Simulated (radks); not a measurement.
Effect of the nuclear size on the silicon ion Si3+, [Ne] 3s1. Calculated with a radial shooting solver on a logarithmic mesh with Libxc functionals: Dirac Kohn-Sham, PBE, spin-unpolarised, spherical densities, finite nucleus; Fermi nuclear charge, rms radius 3.1224 fm. The rms radius is varied about that value; shifts are against it.

rms radius (fm)  total energy shift (eV)  density at nucleus (e/bohr^3)  1s1/2 shift (meV)  2s1/2 shift (meV)
2.7446                          -0.00120                           1911             -0.502             -0.033
2.8976                         -0.000734                           1910             -0.306             -0.020
3.1224                                 0                           1908              0.000              0.000
3.3441                          0.000777                           1906              0.324              0.021
3.8593                           0.00278                           1902               1.16              0.076

Slopes of the eigenvalues against <r^2> in GHz/fm^2, as finite differences over the two radii next to the reference (eigenvalue slopes, not the field-shift constants of lines): 1s1/2 54.7, 2s1/2 3.59.
